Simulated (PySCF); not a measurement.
La⁺ (lanthanum, charge +1): LDA calculation

Configuration: [Xe] 5d1 6p1, one real determinant (an excited configuration). Calculation: PySCF 2.14, in cc-pVDZ-X2C (8s7p5d3f1g, 84 functions); the spin-free X2C one-electron Hamiltonian (Gaussian nucleus).

```
Total energy                                                  : -8484.94 hartree
One-electron energy                                           : -11559.93 hartree
Hartree (Coulomb) energy                                      : 3273.39 hartree
Exchange-correlation energy                                   : -198.41 hartree
⟨S²⟩                                                          : 2.0005
⟨L²⟩                                                          : 8.017
Sum of ⟨r⟩                                                    : 40.32 bohr
Sum of ⟨r²⟩                                                   : 75.45 bohr²
Traceless quadrupole moment −½Σ⟨3z² − r²⟩ along its main axis : -9.13 e·bohr²
Langevin diamagnetic susceptibility                           : -59.8 ×10⁻⁶ cm³/mol
```

```
shell  electrons  mean orbital energy (hartree)  spread (hartree)  rms radius, mean of both spins (bohr)
 1s α          1                    -1419.51893                 0                                 0.0286
 1s β          1                    -1419.51874                 0                                 0.0286
 2s α          1                     -226.27239                 0                                  0.116
 2s β          1                     -226.27125                 0                                  0.116
 2p α          3                     -203.18700           0.00097                                  0.104
 2p β          3                     -203.18601           0.00141                                  0.104
 3s α          1                      -48.61701                 0                                  0.305
 3s β          1                      -48.61616                 0                                  0.305
 3p α          3                      -41.21692           0.00220                                  0.305
 3p β          3                      -41.21601           0.00253                                  0.305
 3d α          5                      -30.43570           0.00206                                  0.282
 3d β          5                      -30.43458           0.00318                                  0.282
 4s α          1                      -10.01760                 0                                  0.695
 4s β          1                      -10.01547                 0                                  0.695
 4p α          3                       -7.60039           0.00415                                  0.739
 4p β          3                       -7.59826           0.00509                                  0.739
 4d α          5                       -4.07533           0.00518                                  0.828
 4d β          5                       -4.07284           0.00758                                  0.828
 5s α          1                       -1.69004                 0                                   1.64
 5s β          1                       -1.67733                 0                                   1.64
 5p α          3                       -1.08221           0.00324                                   1.91
 5p β          3                       -1.06574           0.01323                                   1.91
 5d α          1                       -0.36153                 0                                   2.95
 6p α          1                       -0.23778                 0                                   5.18
```

⟨L²⟩ = 8.02 against 12 for a pure F term, so this real determinant mixes terms. Spin-orbit coupling, absent here, splits the open shell strongly.

Densities and radii are taken from the X2C orbitals without a picture-change correction, which distorts them close to the nucleus.
